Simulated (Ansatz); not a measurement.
Reactions of C2H5FGe (`C[CH2][Ge][F]`).

Computed with Ansatz on PBE0-D4/def2-TZVP structures; ΔE is electronic, products minus reactants. CCSD(T)/CBS adds triple-zeta CCSD(T) − MP2 to the extrapolated MP2 energy (def2 sets, frozen cores). This one scheme is used for every species. For Br, Ge outer-core shells are correlated without core-valence functions, which leaves a few kJ/mol of doubt a bond. Scalar relativity is left out up to krypton. One conformer a species, not always the lowest.

Task: Order these by ΔE at CCSD(T)/CBS, lowest first. (An estimate is asked.)
A. `C[CH2][Ge][F]` + `OB(O)O` → `CCOB(O)O` + `[F][GeH]`
B. `C[CH2][Ge][F]` + `CC(C)CCl` → `C[CH](C)[Ge][F]` + `CCCCl`
C. `C[CH2][Ge][F]` + `BB(C)O` → `[OH][Ge][F]` + `BB(C)CC`
D. `C[CH2][Ge][F]` + `CCSCS` → `[F][Ge][SH]` + `CCCSCC`
E. `C[CH2][Ge][F]` + `[CH3][GeH2][Br]` → `[CH3][GeH]([CH3])[Br]` + `[CH3][Ge][F]`
F. `C[CH2][Ge][F]` + `OC(O)Cl` → `COC(O)Cl` + `[CH3][Ge][F]`

Result: D (-143.2 kJ/mol), E (-52.1 kJ/mol), C (-1.3 kJ/mol), B (+7.4 kJ/mol), F (+31.5 kJ/mol), A (+84.4 kJ/mol).

Largest T1 diagnostic: 0.015, for `[OH][Ge][F]`.
